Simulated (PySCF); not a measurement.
# Working out the ionisation energy of Cu

Cu [Ar] 3d10 4s1 (2S) → Cu⁺ [Ar] 3d10 (1S). Computed with PySCF 2.14 in aug-cc-pVDZ-PP with ECP10MDF, with scalar relativity through the core potential. Frozen: 3s2 3p6. Energies in hartree (1 hartree = 27.21139 eV):

| part | Cu (lower) | Cu⁺ (upper) |
| --- | --- | --- |
| UHF | -196.165164 | -195.922749 |
| CCSD correlation | -0.401926 | -0.372328 |
| (T) | -0.017254 | -0.012598 |

Question: What does Hartree-Fock give?

Answer: (-195.922749) − (-196.165164) = 0.242415 hartree = 6.596 eV.

Question: What do CCSD and CCSD(T) give?

Answer: The CCSD correlation energies differ by 0.029598 hartree = 0.805 eV and the triples by 0.004656 hartree = 0.127 eV, so CCSD gives 7.401 eV and CCSD(T) 7.528 eV.

Measured between the centres of the two terms (NIST): 7.726 eV, so CCSD(T) (valence) is off by -0.198 eV.

A double-zeta basis recovers only part of the correlation energy.

What remains against the reference includes basis incompleteness, the frozen core and higher excitations.
